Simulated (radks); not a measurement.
The numbers below are computed, except where a source is named.
Spherical quantum dot in the effective-mass picture: electrons in a hard-walled sphere of radius 2.92, all in effective atomic units (hartree* = m*/eps^2 hartree, bohr* = eps/m* bohr), one dielectric constant everywhere. Level of theory: non-relativistic Kohn-Sham, PBE, spin-polarised, spherical densities (a radial shooting solver with Libxc functionals). Levels are named by radial order and angular momentum (1s, 1p, 1d, 2s, ...), and open shells are averaged over m.

N = 10, configuration 1s2 1p6 1d(up 2, down 0). This is the lowest configuration that the search found. Occupied and some empty levels:

| level | occupation | eigenvalue (hartree*) | <r> (bohr*) |
|---|---|---|---|
| 1s up | 1 | 5.0517 | 1.755 |
| 1s down | 1 | 5.0985 | 1.739 |
| 1p up | 3 | 5.4575 | 1.899 |
| 1p down | 3 | 5.5130 | 1.892 |
| 1d up | 2 | 6.0816 | 2.003 |
| 1d down | 0 | 6.1426 | 1.999 |
| 1f up | 0 | 6.8922 | 2.081 |
| 2s up | 0 | 6.9071 | 1.362 |
| 2s down | 0 | 6.9257 | 1.367 |
| 1f down | 0 | 6.9567 | 2.079 |
| 2p up | 0 | 7.9973 | 1.546 |
| 2p down | 0 | 8.0247 | 1.546 |

Energy (hartree*): total 32.5515, kinetic 13.057, external 0, Hartree 24.032, exchange-correlation -4.5378.
